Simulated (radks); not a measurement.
The numbers below are computed, except where a source is named.
Hg+, 79 electrons, occupied as [Xe] 4f14 5d10 6s1 (the NIST ground configuration).

Level of theory: Dirac Kohn-Sham, PBEsol, spin-unpolarised, spherical densities, finite nucleus; Fermi nuclear charge, rms radius 5.4648 fm (a radial shooting solver on a logarithmic mesh with Libxc functionals).

Energy parts (eV):
part                       energy
total                  -534746.69
kinetic                 616399.34
electron-nucleus      -1348145.63
Hartree                 207012.67
exchange-correlation    -10013.06

Orbitals (lengths in bohr, moments of r in powers of bohr; <r^-3> diverges for s and p1/2):
orbital,occ.,eigenvalue (eV),<r^-3>,small-component weight
1s1/2,2,-82976.28,-,9.25e-02
2s1/2,2,-14702.91,-,2.12e-02
2p1/2,2,-14113.00,-,2.13e-02
2p3/2,4,-12166.50,21430,1.89e-02
3s1/2,2,-3495.405,-,7.11e-03
3p1/2,2,-3228.418,-,7.06e-03
3p3/2,4,-2797.323,5007,6.35e-03
3d3/2,4,-2353.057,876.1,6.24e-03
3d5/2,6,-2260.647,722.9,6.05e-03
4s1/2,2,-775.1451,-,2.42e-03
4p1/2,2,-660.4996,-,2.33e-03
4p3/2,4,-556.3106,1214,2.06e-03
4d3/2,4,-368.3993,191.2,1.86e-03
4d5/2,6,-348.9714,154.1,1.79e-03
4f5/2,6,-107.0739,32.70,1.42e-03
4f7/2,8,-102.8803,31.04,1.39e-03
5s1/2,2,-126.9353,-,6.24e-04
5p1/2,2,-89.0466,-,5.38e-04
5p3/2,4,-70.7263,209.2,4.52e-04
5d3/2,4,-20.0286,19.17,2.56e-04
5d5/2,6,-18.1501,14.80,2.37e-04
6s1/2,1,-14.7592,-,8.14e-05

The highest occupied level is 6s1/2 at -14.759 eV. For comparison, the ionisation energy in NIST's Atomic Spectra Database is 18.757 eV (measured). In exact Kohn-Sham theory the highest level is minus the ionisation energy, but local and semilocal functionals leave it too shallow, through self-interaction and a potential that decays too fast; potentials with the right tail come closer. Summed over all electrons, <r^2> = 50.38 bohr^2, which gives a Langevin (diamagnetic) susceptibility term of -39.9 x 10^-6 cm^3/mol. The density falls to 0.001 e/bohr^3 at r = 3.89 bohr.

Beside tabulated values, note that spin-unpolarised runs miss the spin-polarisation part of the exchange energy of open shells.
